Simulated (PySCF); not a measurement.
BH7O3Si3.
Cartesian coordinates in Å at the PBE0-D3(BJ)/def2-SVP level; atoms count from 1:
```xyz
14
BH7O3Si3 angstrom
B      2.6066    0.1386   -0.0758
Si     1.0489    0.2488    1.1969
O      0.0124    1.4394    0.6416
Si    -1.4768    1.3620   -0.0932
O     -1.8972   -0.2432   -0.2123
Si    -1.1773   -1.6399    0.3338
O      0.2346   -1.2117    1.0989
H      2.3530   -0.0255   -1.2474
H      3.7712    0.2069    0.2374
H      1.3350    0.5207    2.6324
H     -2.4763    2.0776    0.7419
H     -1.3929    1.9451   -1.4576
H     -0.8759   -2.5153   -0.8297
H     -2.0727   -2.3187    1.3057
```

All values: PBE0/pcSseg-1 and CAM-B3LYP/def2-SVPD (PySCF, non-relativistic), on one gas-phase PBE0-D3(BJ)/def2-SVP geometry that isn't relaxed in the solvent. The solvent is an IEF-PCM continuum (van der Waals radii × 1.2). The model holds no explicit solvent molecules, cavitation or dispersion.

Gas phase at PBE0/pcSseg-1: HOMO -7.93 eV, LUMO -2.68 eV, dipole 0.48 D.

What does the continuum do to the energy, the frontier levels and the dipole at PBE0/pcSseg-1 in chloroform?

```csv
solvent,ε,E(solvent) − E(gas) (kJ/mol),polarisation term (kJ/mol),distortion of the solute (kJ/mol),HOMO (eV),LUMO (eV),dipole (D)
chloroform,4.711,-6.75,-6.94,0.19,-7.84,-2.51,0.56
```

The first energy column is the sum of the next two and covers electrostatics alone.

Which ESP-fitted charges (PBE0/pcSseg-1) respond most in chloroform (means over atoms taken as equivalent)?

| atoms | environment | gas (e) | solvent (e) | change |
| --- | --- | --- | --- | --- |
| Si2 | oxygen-bound silicon | +0.713 | +0.741 | +0.028 |
| O3/O7 | siloxane oxygen | -0.558 | -0.576 | -0.018 |
| O5 | siloxane oxygen | -0.584 | -0.601 | -0.017 |
| Si4/Si6 | oxygen-bound silicon | +0.853 | +0.866 | +0.013 |
| H10 | Si–H hydrogen | -0.143 | -0.149 | -0.006 |
| B1 | three-coordinate boron | +0.163 | +0.166 | +0.003 |
| H12/H13 | Si–H hydrogen | -0.148 | -0.147 | +0.001 |
| H8/H9 | B–H hydrogen | -0.086 | -0.087 | -0.001 |
| H11/H14 | Si–H hydrogen | -0.134 | -0.135 | -0.001 |

How do the nuclear quadrupole coupling constants eQVzz/h respond in chloroform?

```json
{"nucleus": "11B at B1", "Q (barn)": "0.04059", "gas (MHz)": "6.38", "solvent (MHz)": "6.38", "η gas": "0.03", "η solvent": "0.03"}
{"nucleus": "17O at O3", "Q (barn)": "-0.0256", "gas (MHz)": "-6.10", "solvent (MHz)": "-6.07", "η gas": "0.43", "η solvent": "0.45"}
{"nucleus": "17O at O5", "Q (barn)": "-0.0256", "gas (MHz)": "-6.22", "solvent (MHz)": "-6.18", "η gas": "0.39", "η solvent": "0.41"}
{"nucleus": "17O at O7", "Q (barn)": "-0.0256", "gas (MHz)": "-6.07", "solvent (MHz)": "-6.04", "η gas": "0.41", "η solvent": "0.43"}
```

Gas phase at CAM-B3LYP/def2-SVPD: HOMO -9.27 eV, LUMO -1.53 eV, dipole 0.52 D.

What does the continuum do to the energy, the frontier levels and the dipole at CAM-B3LYP/def2-SVPD in chloroform?

```tsv
solvent	ε	E(solvent) − E(gas) (kJ/mol)	polarisation term (kJ/mol)	distortion of the solute (kJ/mol)	HOMO (eV)	LUMO (eV)	dipole (D)
chloroform	4.711	-5.72	-5.95	0.23	-9.18	-1.35	0.62
```

How does the static polarisability (CAM-B3LYP/def2-SVPD, frozen core, with the continuum's full static response) change?

| medium | isotropic (au) | principal values (au) | ⟨r²⟩ of the electrons (bohr²) |
| --- | --- | --- | --- |
| gas | 91.1 | 86.9, 88.2, 98.2 | 1234.5 |
| chloroform | 109.1 | 104.7, 107.4, 115.2 | 1234.4 |

The isotropic value in chloroform is 1.20 times the gas-phase one; no cavity-field correction is applied. ⟨r²⟩ is taken about the centre of nuclear charge.
